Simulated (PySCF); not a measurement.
Isomers of C4H10O2S, one conformer each. The calculation used core-valence-separated Tamm–Dancoff BHandHLYP/aug-pcX-1 (pcseg-1 on H, def2-SVPD on S) in PySCF, non-relativistic, gas phase, PBE0-D3(BJ)/def2-SVP geometry. Absolute energies from this functional tend to lie a few eV below measured edges; no shift was applied.

P. `CC[S@@](=O)COC`
Q. `CCS(=O)(=O)CC`

Main lines, eV (oscillator strength):
1. C K: 285.6 (0.017), 286.1 (0.100), 286.6 (0.023), 286.6 (0.041), 286.7 (0.044); O K: 532.1 (0.064), 533.4 (0.092), 533.5 (0.019)
2. C K: 285.4 (0.010), 285.6 (0.058), 286.2 (0.006), 286.3 (0.017), 286.3 (0.016); O K: 530.4 (0.040), 531.7 (0.019), 532.9 (0.005), 533.0 (0.011), 533.7 (0.015)
Listed: the first five lines at most of each edge with a tenth or more of its strongest line's intensity; roots within 0.03 eV on the same or equivalent atoms are summed. Only the lowest roots were sought, and the top ones are left out.

Which spectrum belongs to which isomer?

1 = Q, 2 = P.
- P: first C line listed at 285.4 eV, hole on the methyl carbon; first O line listed at 530.4 eV, hole on the sulfinyl oxygen.
- Q: first C line listed at 285.6 eV, hole on the methyl carbon; first O line listed at 532.1 eV, hole on the sulfonyl oxygen.

What are the ground-state energies of the isomers at BHandHLYP/aug-pcX-1 (pcseg-1 on H, def2-SVPD on S), relative to the lowest?

P 39.3, Q 0.0 kJ/mol (electronic energies on these geometries, no dispersion or zero-point terms).
